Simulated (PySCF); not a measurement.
ClH₂Si, SMILES [SiH2]Cl, multiplicity 2. Geometry: B3LYP-D3(BJ)/def2-TZVP. The isomer is the one that the SMILES or the coordinates give; other isomers of the formula were not compared.

Computed equilibrium geometry at B3LYP-D3(BJ)/def2-TZVP (PySCF confirms it by a frequency run) as bond lengths and angles, and its point group:
point group Cs.
Atoms: Si1 Cl2 H3 H4. Bonded distances (Å): Si1–Cl2 2.068, Si1–H3 1.484, Si1–H4 1.484. Bond angles (°): Cl2–Si1–H3 108.3, Cl2–Si1–H4 108.3, H3–Si1–H4 111.0.
Charge 0, spin multiplicity 2.
